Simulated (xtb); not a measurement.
Job for xtb: GFN2-xTB on Br2, 2S+1 = 1, a spin state set in the input, which need not be the lowest, a point of a bond scan (R = 2.418 Å).

```
$ xtb mol.xyz --gfn 2 --sp --chrg 0 --uhf 0
2

Br     0.00000000     0.00000000     0.00000000
Br     0.00000000     0.00000000     2.41831300
```

The log:

```
[...]
           -------------------------------------------------
          |                Calculation Setup                |
           -------------------------------------------------



           -------------------------------------------------
          |                 G F N 2 - x T B                 |
           -------------------------------------------------

        Reference                      10.1021/acs.jctc.8b01176
      * Hamiltonian:
        H0-scaling (s, p, d)           1.850000    2.230000    2.230000
        zeta-weighting                 0.500000
      * Dispersion:
        s8                             2.700000
        a1                             0.520000
        a2                             5.000000
        s9                             5.000000
      * Repulsion:
        kExp                           1.500000    1.000000
        rExp                           1.000000
      * Coulomb:
        alpha                          2.000000
        third order                    shell-resolved
        anisotropic                    true
        a3                             3.000000
        a5                             4.000000
        cn-shift                       1.200000
        cn-exp                         4.000000
        max-rad                        5.000000


          ...................................................
          :                      SETUP                      :
          :.................................................:
          :  # basis functions                  20          :
          :  # atomic orbitals                  18          :
          :  # shells                            6          :
          :  # electrons                        14          :
          :  max. iterations                   250          :
          :  Hamiltonian                  GFN2-xTB          :
          :  restarted?                      false          :
          :  GBSA solvation                  false          :
          :  PC potential                    false          :
          :  electronic temp.          300.0000000     K    :
          :  accuracy                    1.0000000          :
          :  -> integral cutoff          0.2500000E+02      :
          :  -> integral neglect         0.1000000E-07      :
          :  -> SCF convergence          0.1000000E-05 Eh   :
          :  -> wf. convergence          0.1000000E-03 e    :
          :  Broyden damping             0.4000000          :
          :  net charge                          0          :
          :  unpaired electrons                  0          :
          ...................................................

 iter      E             dE          RMSdq      gap      omega  full diag
   1     -8.1657367 -0.816574E+01  0.191E+01    2.43       0.0  T
   2     -8.1695494 -0.381264E-02  0.886E+00    2.20       1.0  T
   3     -8.1709248 -0.137540E-02  0.140E+00    2.01       1.0  T
   4     -8.1711211 -0.196310E-03  0.193E-01    1.99       1.0  T
   5     -8.1711220 -0.950944E-06  0.869E-02    1.98       1.0  T
   6     -8.1711221 -0.870728E-07  0.136E-03    1.98      51.8  T
   7     -8.1711221 -0.277254E-10  0.312E-05    1.98    2266.2  T
   8     -8.1711221  0.177636E-14  0.705E-06    1.98   10026.3  T

   *** convergence criteria satisfied after 8 iterations ***

         #    Occupation            Energy/Eh            Energy/eV
      -------------------------------------------------------------
         1        2.0000           -0.8815256             -23.9875
         2        2.0000           -0.8634895             -23.4967
         3        2.0000           -0.5331173             -14.5069
         4        2.0000           -0.4808955             -13.0858
         5        2.0000           -0.4808955             -13.0858
         6        2.0000           -0.4452566             -12.1160
         7        2.0000           -0.4452566             -12.1160 (HOMO)
         8                         -0.3724398             -10.1346 (LUMO)
         9                         -0.0121671              -0.3311
        10                         -0.0121671              -0.3311
        11                         -0.0019731              -0.0537
        12                         -0.0019731              -0.0537
       ...                                ...                  ...
        18                          0.4127770              11.2322
      -------------------------------------------------------------
                  HL-Gap            0.0728167 Eh            1.9814 eV
             Fermi-level           -0.4088482 Eh          -11.1253 eV

 SCC (total)                   0 d,  0 h,  0 min,  0.002 sec
 SCC setup                      ...        0 min,  0.000 sec (  4.004%)
 Dispersion                     ...        0 min,  0.000 sec (  1.406%)
 classical contributions        ...        0 min,  0.000 sec (  0.688%)
 integral evaluation            ...        0 min,  0.000 sec ( 19.450%)
 iterations                     ...        0 min,  0.001 sec ( 50.847%)
 molecular gradient             ...        0 min,  0.000 sec ( 18.073%)
 printout                       ...        0 min,  0.000 sec (  5.037%)

         :::::::::::::::::::::::::::::::::::::::::::::::::::::
         ::                     SUMMARY                     ::
         :::::::::::::::::::::::::::::::::::::::::::::::::::::
         :: total energy              -8.170374562826 Eh    ::
         :: gradient norm              0.030104006369 Eh/a0 ::
         :: HOMO-LUMO gap              1.981444358445 eV    ::
         ::.................................................::
         :: SCC energy                -8.171122120371 Eh    ::
         :: -> isotropic ES           -0.000001162647 Eh    ::
         :: -> anisotropic ES          0.001097843239 Eh    ::
         :: -> anisotropic XC          0.002798280299 Eh    ::
         :: -> dispersion             -0.000962080527 Eh    ::
         :: repulsion energy           0.000747557545 Eh    ::
         :: add. restraining           0.000000000000 Eh    ::
         :: total charge               0.000000000000 e     ::
         :::::::::::::::::::::::::::::::::::::::::::::::::::::

           -------------------------------------------------
          |                Property Printout                |
           -------------------------------------------------

    * Orbital Energies and Occupations

         #    Occupation            Energy/Eh            Energy/eV
      -------------------------------------------------------------
         1        2.0000           -0.8815256             -23.9875
         2        2.0000           -0.8634895             -23.4967
         3        2.0000           -0.5331173             -14.5069
         4        2.0000           -0.4808955             -13.0858
         5        2.0000           -0.4808955             -13.0858
         6        2.0000           -0.4452566             -12.1160
         7        2.0000           -0.4452566             -12.1160 (HOMO)
         8                         -0.3724398             -10.1346 (LUMO)
         9                         -0.0121671              -0.3311
        10                         -0.0121671              -0.3311
        11                         -0.0019731              -0.0537
        12                         -0.0019731              -0.0537
        13                          0.0043230               0.1176
        14                          0.0043230               0.1176
        15                          0.0227226               0.6183
        16                          0.0227226               0.6183
        17                          0.0384689               1.0468
        18                          0.4127770              11.2322
      -------------------------------------------------------------
Note: The following floating-point exceptions are signalling: IEEE_DENORMAL
normal termination of xtb
                  HL-Gap            0.0728167 Eh            1.9814 eV
             Fermi-level           -0.4088482 Eh          -11.1253 eV

     #   Z          covCN         q      C6AA      α(0)
     1  35 Br       0.966     0.000   184.956    21.928
     2  35 Br       0.966    -0.000   184.956    21.928

 Mol. C6AA /au·bohr⁶  :        739.824247
 Mol. C8AA /au·bohr⁸  :      46778.339981
 Mol. α(0) /au        :         43.855538


Wiberg/Mayer (AO) data.
largest (>0.10) Wiberg bond orders for each atom

 ---------------------------------------------------------------------------
     #   Z sym  total        # sym  WBO       # sym  WBO       # sym  WBO
 ---------------------------------------------------------------------------
     1  35 Br   1.192 --     2 Br   1.192
     2  35 Br   1.192 --     1 Br   1.192
 ---------------------------------------------------------------------------

Topologies differ in total number of bonds
Writing topology from bond orders to xtbtopo.mol

molecular dipole:
                 x           y           z       tot (Debye)
 q only:        0.000       0.000      -0.000
   full:        0.000      -0.000      -0.000       0.000
molecular quadrupole (traceless):
                xx          xy          yy          xz          yz          zz
 q only:        0.000       0.000       0.000       0.000       0.000      -0.000
  q+dip:        2.230       0.000       2.230       0.000      -0.000      -4.459
   full:        1.122       0.000       1.122       0.000      -0.000      -2.244


           -------------------------------------------------
          | TOTAL ENERGY               -8.170374562826 Eh   |
          | GRADIENT NORM               0.030104006369 Eh/α |
          | HOMO-LUMO GAP               1.981444358445 eV   |
           -------------------------------------------------

------------------------------------------------------------------------
------------------------------------------------------------------------
 total:
 SCF:
```

The run finished.

Cost: roughly 0.04 core-seconds.
